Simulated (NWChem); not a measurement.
System: C2H7S cation; SMILES CC[SH2+]

Input file for NWChem:

```
start job
memory heap 200 mb stack 900 mb global 1100 mb
charge 1
geometry units angstroms
  C      0.365031    -1.684992     0.000000
  C     -0.663916    -0.575565     0.000000
  S      0.028580     1.152226     0.000000
  H      1.004954    -1.668500    -0.904559
  H      1.004954    -1.668500     0.904559
  H     -0.182124    -2.650339     0.000000
  H     -1.320904    -0.563081    -0.894983
  H     -1.320904    -0.563081     0.894983
  H      0.964030     1.021178     0.997347
  H      0.964030     1.021178    -0.997347
end
basis spherical
  * library sto-3g
end
dft
  xc hfexch
  iterations 150
end
driver
  maxiter 120
end
task dft optimize
task dft freq
```

The level has its own optimisation; frequencies are unscaled. Brackets give each atom's bonded neighbours.

Task: What results follow from this input? (Hartree-Fock/STO-3G.) Quantities: r C–C (Å); r C–H [C(CHHH)–H(C)] (Å); r C–S (Å); r C–H [C(CHHS)–H(C)] (Å); highest harmonic frequency (cm⁻¹); lowest (cm⁻¹); zero-point energy (kcal/mol).

Result: 
```yaml
r C–C (Å): 1.538
r C–H [C(CHHH)–H(C)] (Å): 1.087
r C–S (Å): 1.861
r C–H [C(CHHS)–H(C)] (Å): 1.091
highest harmonic frequency (cm⁻¹): 3762
lowest (cm⁻¹): 169
zero-point energy (kcal/mol): 63.6
```
